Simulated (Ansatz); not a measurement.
Two members of one family (Series HgX2), computed with Ansatz in the gas phase; def2 core potentials for Hg, no spin–orbit coupling. The two geometries come from different levels. Binding counts from free atoms in the multiplicity of their measured ground term, without zero-point energy. A dash marks a value that wasn't run or was left out as unsound. The structures are stationary points that may keep the symmetry of their start. Remarks come from the PBE and PBE0 runs and from stability tests at other levels; not every state was tested. HOMO above LUMO (over both spins in singlets and doublets, within one spin in higher multiplets; at PBE or PBE0), or a gap under 0.15 eV within one spin, warns that the state may not be the lowest or that an electron is smeared out.

First: HgH2 (singlet, charge 0, r2SCAN-D4/def2-TZVP geometry).

Cartesian coordinates in Å:
```
Hg 0.000 0.000 0.000
H 0.263 0.867 1.375
H -0.263 -0.867 -1.375
```

```json
{"level": "PBE-D4/def2-TZVP", "HOMO (eV)": "-6.97", "LUMO (eV)": "-1.43", "gap (eV)": "5.54", "vertical IE (eV)": "10.55", "vertical triplet (eV)": "5.71", "binding per atom (eV)": "1.23"}
{"level": "revPBE-D4/def2-TZVP", "HOMO (eV)": "-6.93", "LUMO (eV)": "-1.37", "gap (eV)": "5.57", "vertical IE (eV)": "–", "vertical triplet (eV)": "–", "binding per atom (eV)": "1.20"}
{"level": "r2SCAN-D4/def2-TZVP", "HOMO (eV)": "-7.25", "LUMO (eV)": "-1.02", "gap (eV)": "6.23", "vertical IE (eV)": "10.58", "vertical triplet (eV)": "5.75", "binding per atom (eV)": "1.30"}
{"level": "r2SCANh-D4/def2-TZVP", "HOMO (eV)": "-7.66", "LUMO (eV)": "-0.81", "gap (eV)": "6.85", "vertical IE (eV)": "–", "vertical triplet (eV)": "–", "binding per atom (eV)": "1.30"}
{"level": "ωB97X-V/def2-TZVP", "HOMO (eV)": "-10.42", "LUMO (eV)": "0.78", "gap (eV)": "11.20", "vertical IE (eV)": "–", "vertical triplet (eV)": "–", "binding per atom (eV)": "1.33"}
```

Metal–donor distances: 2 × H 1.65 Å.

Second: HgF2 (singlet, charge 0, PBE0-D4/def2-TZVP geometry).

```tsv
atom	x (Å)	y (Å)	z (Å)
Hg1	0.000	0.000	0.000
F2	-1.277	1.235	-0.720
F3	1.277	-1.235	0.720
```

Problem. Estimate the same table for the second.

Solution. 
```csv
level,HOMO (eV),LUMO (eV),gap (eV),vertical IE (eV),vertical triplet (eV),binding per atom (eV)
PBE-D4/def2-TZVP,-8.30,-3.44,4.87,12.27,4.79,1.96
revPBE-D4/def2-TZVP,-8.20,-3.31,4.89,–,–,1.82
r2SCAN-D4/def2-TZVP,-8.72,-3.22,5.50,12.47,4.99,1.86
r2SCANh-D4/def2-TZVP,-9.46,-2.83,6.62,–,–,1.78
ωB97X-V/def2-TZVP,-12.71,-0.11,12.60,–,–,1.88
```

Metal–donor distances: 2 × F 1.92 Å. Remarks: gap within one spin near zero at PBE or PBE0 (triplet).
